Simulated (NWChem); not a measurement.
C₃H₉Si, doublet; SMILES C[Si](C)C

All runs: NWChem. Pople sets run with spherical d functions. Spin-unrestricted. In the optimisation the excess spin sits in a (C3, its own frame). No stability test was run on the SCF state. Level PBE/6-31G*: optimisations from one semi-empirical or force-field start; each run changes one setting, and all end within 0.3 mHa of each other.

```csv
setting,optimisation steps
"redundant internal coordinates, default thresholds",6
no line search,6
loose thresholds,2
symmetry off,5
tight thresholds,12
```
